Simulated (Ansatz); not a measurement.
Computed with Ansatz on PBE0-D4/def2-TZVP structures; ΔE is electronic, products minus reactants. CCSD(T)/CBS is the MP2 limit (def2-TZVPP, def2-QZVPP) plus CCSD(T) − MP2 in def2-TZVPP, frozen cores. Functionals use def2-TZVPP. B3LYP here is the variant with VWN-RPA as its local correlation; programs differ in this. One conformer a species, not always the lowest.

`OB(F)[SiH2]S` + `OBS[SiH3]` → `[SiH3]S[SiH2]S` + `OBB(O)F`  (redistribution)

Q: Is it downhill or uphill in electronic energy at CCSD(T)/CBS, and by how much? (Estimate.)

A: The calculation gave: Uphill: ΔE = +1.2 kcal/mol.

Q: What do these levels give: PBE-D4, r2SCAN-D4, PBE0-D4, B3LYP-D4, ωB97M-V, HF/def2-TZVPP, MP2/def2-TZVPP, SCS-MP2/def2-TZVPP, HF/def2-QZVPP, MP2/def2-QZVPP, HF/CBS(def2), MP2/CBS(def2)? (Estimate.)

A: Ansatz gave: PBE-D4 4.0, r2SCAN-D4 3.4, PBE0-D4 2.9, B3LYP-D4 2.4, ωB97M-V 1.5, HF/def2-TZVPP 1.1, MP2/def2-TZVPP 1.2, SCS-MP2/def2-TZVPP 1.0, HF/def2-QZVPP 1.0, MP2/def2-QZVPP 0.6, HF/CBS(def2) 0.9, MP2/CBS(def2) 0.3 kcal/mol.

Largest T1 diagnostic among the species: 0.014.

The D4 term adds −1.1 kcal/mol with B3LYP and −0.7 kcal/mol with PBE0; it sums over pairs of atoms, weighted by their polarisabilities, and B3LYP, whose exchange is more repulsive, gets the larger term. From PBE to PBE0 (25 % exact exchange), in def2-TZVPP and without D4, ΔE moves by −1.1 kcal/mol.
